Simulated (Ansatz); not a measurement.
HIMg (SMILES [MgH][I]) moved off its minimum; all values from Ansatz (a program for electronic structure), cores frozen in correlated methods. Elements past Kr take the def2 small-core potentials, without spin–orbit coupling.
(charge 0, multiplicity 1)
```xyz
3

Mg    -0.0322     0.0353    -1.9652
H      0.0695     0.0261    -3.7911
I      0.0499    -0.0168     0.4486
```

Forces at MP2/def2-TZVPPD (eV/Å):

```
atom      Fx      Fy      Fz
----  ------  ------  ------
Mg1    0.084   0.007  -2.744
H2    -0.106   0.019   1.103
I3     0.022  -0.025   1.641
```

Give the forces (eV/Å), the total energy and the dipole at CCSD(T)/def2-TZVPPD.


```csv
atom,Fx,Fy,Fz
Mg1,0.076,0.008,-2.679
H2,-0.100,0.018,1.016
I3,0.024,-0.026,1.663
```
Energy -497.1147 hartree, dipole 0.59 D.
